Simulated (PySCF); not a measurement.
BeGe: frontier orbitals

r²SCAN at R = 2.178 Å; basis Be pcseg-1, Ge pcseg-1; no relativity; PySCF 2.14. State: ³Σ⁻ (triplet), unpaired electrons π ↑↑. Only the outer orbitals are listed, counted within each symmetry.

| spin | orbital | occ. | ε (eV) | on Be (%) | main shells (%) |
| --- | --- | --- | --- | --- | --- |
| α | 8σ | 1 | -12.69 | 8 | 89 Ge s |
| α | 9σ | 1 | -6.68 | 45 | 44 Be s, 43 Ge p, 11 Ge s |
| α | 4π | 1 | -5.01 | 22 | 77 Ge p, 22 Be p |
| α | 4π | 1 | -5.01 | 22 | 77 Ge p, 22 Be p |
| α | 10σ | 0 | -3.55 | 76 | 43 Be s, 32 Be p, 25 Ge p |
| α | 5π | 0 | -1.35 | 74 | 74 Be p, 23 Ge p |
| α | 5π | 0 | -1.35 | 74 | 74 Be p, 23 Ge p |
| β | 8σ | 1 | -11.04 | 12 | 85 Ge s, 9 Be s |
| β | 9σ | 1 | -6.08 | 57 | 52 Be s, 33 Ge p, 9 Ge s |
| β | 10σ | 0 | -3.82 | 62 | 48 Be p, 34 Ge p, 15 Be s |
| β | 4π | 0 | -3.09 | 45 | 54 Ge p, 45 Be p |
| β | 4π | 0 | -3.09 | 45 | 54 Ge p, 45 Be p |

Question: Which are the highest filled and the lowest empty level, where do they sit, and how wide is the gap?

Answer: Highest filled α 4π at -5.01 eV (in %: 77 Ge p, 22 Be p); lowest empty β 10σ at -3.82 eV (in %: 48 Be p, 34 Ge p, 15 Be s); the gap at r²SCAN is 1.19 eV.

* bond order (Mayer): 1.73
* ⟨S²⟩: 2.058
* charge on Be (Mulliken, basis-dependent): 0.33
* charge on Be (Löwdin, basis-dependent): 0.12
* dipole moment (positive dipole means Be(−)Ge(+)): -2.05 D

Spin–orbit coupling is left out. The state is the lowest determinant that a PBE0 search found; another state may lie lower at other levels.
